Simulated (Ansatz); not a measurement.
Four-centre ligand exchange

Start structure (CH7BSe, singlet), relaxed at PBE0-D4/def2-TZVP:

B1  (0.477, 0.740, -0.034)
C2  (-1.005, 0.398, -0.504)
H3  (0.611, 1.468, 0.925)
H4  (1.310, 0.937, -0.891)
H5  (1.052, -2.053, -0.158)
Se6  (1.396, -1.022, 0.836)
H7  (-1.055, -0.371, -1.283)
H8  (-1.667, 0.092, 0.312)
H9  (-1.445, 1.304, -0.936)
H10  (0.326, -1.493, 1.733)
(Å)

The step: CH₅B ([BH2][CH3]) + H₂Se → BH₃Se ([BH2][SeH]) + CH₄; bonds formed: C2–H5; dative contacts that become bonds: B1–Se6; bonds broken: B1–C2, H5–Se6. Computed with Ansatz 0.2.0 (basis: def2-TZVPP and def2-QZVPP); correlated methods freeze the cores. Filled d shells of the heavier atoms are correlated. The def2 sets are not built for correlating such inner shells, so the correlated values are less sure here. Extrapolation: Hartree–Fock as exp(−7.88 √X), correlation as X^−2.97. Energies below are by CCSD(T) at an estimated basis limit (MP2 extrapolated from triple and quadruple zeta, plus CCSD(T) − MP2 in triple zeta).

Problem. What are the electronic barrier and the energy of the step, from the start structure to the end structure? (Judge from chemistry; the value comes from the calculation.)

Solution. The calculation gives: Barrier 88.0 kJ/mol; step energy -66.2 kJ/mol (downhill); reverse barrier, their difference, 154.2 kJ/mol. Barrier and step energy count from the start structure, the reverse barrier from the end structure.

The saddle point: One imaginary mode of 818i cm⁻¹.
```json
{"pair": "B1–Se6", "start (Å)": "2.17", "saddle (Å)": "2.20", "end (Å)": "1.90"}
{"pair": "C2–H5", "start (Å)": "3.22", "saddle (Å)": "1.48", "end (Å)": "1.09"}
{"pair": "B1–C2", "start (Å)": "1.59", "saddle (Å)": "1.72", "end (Å)": "3.51"}
{"pair": "H5–Se6", "start (Å)": "1.47", "saddle (Å)": "1.74", "end (Å)": "3.72"}
```

Zero-point energy (harmonic, PBE0-D4): ZPE is 195.9 kJ/mol at the start and 192.7 kJ/mol at the saddle, so the barrier goes from 88.0 to 84.8 kJ/mol.

T1 diagnostic: at most 0.012.

Labels in which every atom is bracketed show which atoms are joined, not bond orders.

For scale, one of the runs: CCSD(T)/def2-TZVPP, 208 basis functions (an equivalent command: `ansatz run in.yaml --threads 4`). Hardware: 4 CPU threads, shared host. Wall time 69 s; peak host memory 2.9 GiB.
